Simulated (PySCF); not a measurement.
Relaxation of singlet Hg3

All numbers come from PBE0/[Hg def2-TZVP with ECP60], scalar-relativistic core potentials, density fitting, no spin–orbit coupling, PySCF. A (50,194) grid was used.

A hand-made obtuse triangle start, of C2v symmetry, held to at least that symmetry:

```xyz
3
charge 0 multiplicity 1, angstrom
Hg    0.0000   -1.0640    0.0000
Hg    2.0748    0.5320    0.0000
Hg   -2.0748    0.5320    0.0000
```

Q: What does it relax to?

A: It ends at D3h with no bonded pair (after a last refinement on a finer grid). The molecule has come apart into Hg + Hg₂. The frequency run here used a shortcut that can spoil soft modes, so no verdict on minimum or saddle point is given.

Q: How much energy is released, and in how many steps?

A: 96.2 kJ/mol in 16 steps.

Spin–orbit coupling, left out here, can matter for elements this heavy.
